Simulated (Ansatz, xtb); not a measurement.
**Isomers of C4H6F3NO in order of energy**

3 gas-phase structures of C4H6F3NO, from a drawn sample of its isomers (lower ones may exist). Each was relaxed with GFN2-xTB; where two conformers were screened, the lower at r2SCAN-D4/def2-SVP is listed:

A. `NC(=O)[C@@H](CF)C(F)F`, a singlet
B. `N/C(O)=C(/CF)C(F)F`, a singlet
C. `[H]/N=C(/O)[C@@H](CF)C(F)F`, a singlet

Estimate their order in r2SCAN-D4/def2-SVP energy at these geometries, lowest first.

Calculated order at r2SCAN-D4/def2-SVP: A (0.0), C (17.8), B (26.2) kcal/mol.

Energies above the lowest of each column, in kcal/mol; the last columns are at PBE-D3(BJ)/def2-SVP geometries and were run for some of them only (a dash: not run or not comparable):

| structure | GFN2-xTB | HF/STO-3G | r2SCAN-D4/def2-SVP | PBE-D3(BJ)/def2-SVP | CCSD(T)/def2-SVP + ΔMP2/def2-TZVPP |
| --- | --- | --- | --- | --- | --- |
| A | 0.0 | 0.0 | 0.0 | 0.0 | 0.0 |
| C | 11.7 | 8.3 | 17.8 | 16.8 | 12.7 |
| B | 14.7 | 20.3 | 26.2 | – | – |

Every level run on A puts it lowest or level with the lowest. Some further structures that were screened fall inside this span and aren't listed. Flexible structures stand in one conformer each, not always the lowest. Frequencies (GFN2-xTB) were run for A, C alone. ΔMP2 is the change of the MP2 energy from the smaller to the larger basis.

Programs: Ansatz 0.2.0, xtb 6.7.1.
